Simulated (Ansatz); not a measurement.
```yaml
crystal:
  periodic: [false, false, false]
  atoms:
    - {symbol: C, position_ang: [-0.692238, -0.435226, 1.284950]}
    - {symbol: N, position_ang: [0.006391, -0.118479, 0.055790]}
    - {symbol: C, position_ang: [-0.036668, 1.453988, -0.912992]}
    - {symbol: Mo, position_ang: [-0.336668, 1.453988, -0.962992]}
    - {symbol: O, position_ang: [1.107653, 1.924723, -1.681895]}
    - {symbol: O, position_ang: [-0.917470, 2.629075, 0.088556]}
    - {symbol: F, position_ang: [-1.608466, 1.053872, -2.261837]}
    - {symbol: H, position_ang: [-1.206781, -1.398204, 1.191606]}
    - {symbol: H, position_ang: [-1.430492, 0.330664, 1.520798]}
    - {symbol: H, position_ang: [0.017144, -0.503901, 2.117993]}
    - {symbol: H, position_ang: [0.643423, -2.051965, -0.449216]}
    - {symbol: H, position_ang: [1.779546, -1.124076, 0.553242]}
    - {symbol: H, position_ang: [1.596035, -0.740253, -1.169293]}
basis:
  gaussian: {orbitals: cc-pVTZ-DK, fitting: {mean_field: cc-pVTZ-jkfit}, nuclear_model: gaussian}
total_charge: 1
magnetization: {spin_polarized: true, initial_magnetization: 1}
hamiltonian: {xc: {name: rPW86-PBE}, dispersion: d4}
accuracy: high
output: {forces: true}
```

```sh
$ ansatz run in.yaml --threads 2 --pin off --events-out ev --progress --plain --max-ram 32768MiB --backend cuda --devices 0, --max-vram 18GiB
```

(1) How does Ansatz answer? (An estimate is asked.)

Answers

(1) Computed: The input was rejected before any iteration.
```
Functional definition: rPW86-PBE
Error: <dir> the basis set cc-pVTZ-JKFIT has no functions for Mo
```
